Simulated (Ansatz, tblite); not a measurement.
Spin states of the cluster GeBr2⁻ (the lowest doublet isomer of a short search), each relaxed with B3LYP-D4/def2-TZVPD in Ansatz. Electronic energies in the gas phase.

The xTB rows come from tblite. LC-ωPBE has ω = 0.4 bohr⁻¹. Correlated methods freeze 27 core orbitals; core or outer-core shells of Ge, Br are correlated, in sets that lack core-valence functions. The rows differ in basis, and correlated rows in double-zeta sets carry the largest basis error. The structure comes from a short search, and lower isomers may exist.

Doublet geometry (C2v within 0.1 Å):

Cartesian coordinates in Å:
```
Ge -0.507 0.943 0.092
Br 0.546 -0.501 1.883
Br -0.039 -0.441 -1.975
```

Quartet geometry (D∞h within 0.1 Å):

Cartesian coordinates in Å:
```
Ge 0.0000 0.0000 0.0000
Br 2.2555 0.8727 -0.8586
Br -2.2556 -0.8727 0.8585
```

⟨S²⟩: doublet 0.75 at PBE0-D4/def2-TZVPD (pure 0.75), quartet 3.76 at PBE0-D4/def2-TZVPD (pure 3.75).

Only these spin states were relaxed.

```
                  level  quartet − doublet (kJ/mol)  lowest of these                                               remarks
               GFN1-xTB                       236.4          doublet                                                     –
               GFN2-xTB                       397.5          doublet                                                     –
              HF/STO-3G                       203.0          doublet  HOMO above zero (doublet), HOMO above zero (quartet)
           HF/def2-SVPD                       183.7          doublet                                                     –
          HF/def2-TZVPD                       187.0          doublet                                                     –
      PBE-D4/def2-TZVPD                       243.6          doublet  HOMO above zero (doublet), HOMO above zero (quartet)
   r2SCAN-D4/def2-TZVPD                       229.8          doublet  HOMO above zero (doublet), HOMO above zero (quartet)
      B97M-V/def2-TZVPD                       248.1          doublet  HOMO above zero (doublet), HOMO above zero (quartet)
     PBE0-D4/def2-TZVPD                       240.4          doublet                                                     –
    BHLYP-D4/def2-TZVPD                       254.0          doublet                                                     –
CAM-B3LYP-D4/def2-TZVPD                       258.6          doublet                                                     –
     LC-ωPBE/def2-TZVPD                       238.3          doublet                                                     –
     ωB97X-V/def2-TZVPD                       264.1          doublet                                                     –
     RPA@PBE/def2-TZVPD                       241.6          doublet                                                     –
          MP2/def2-SVPD                       230.8          doublet                                                     –
         MP2/def2-TZVPD                       244.0          doublet                                                     –
         CCSD/def2-SVPD                       229.5          doublet                                                     –
      CCSD(T)/def2-SVPD                       231.8          doublet                                                     –
```

Change of the quartet − doublet gap on mixing in exact exchange, in kJ/mol: PBE to PBE0 (25 % exact exchange) -3.1.

The xTB methods have no spin-polarisation term.
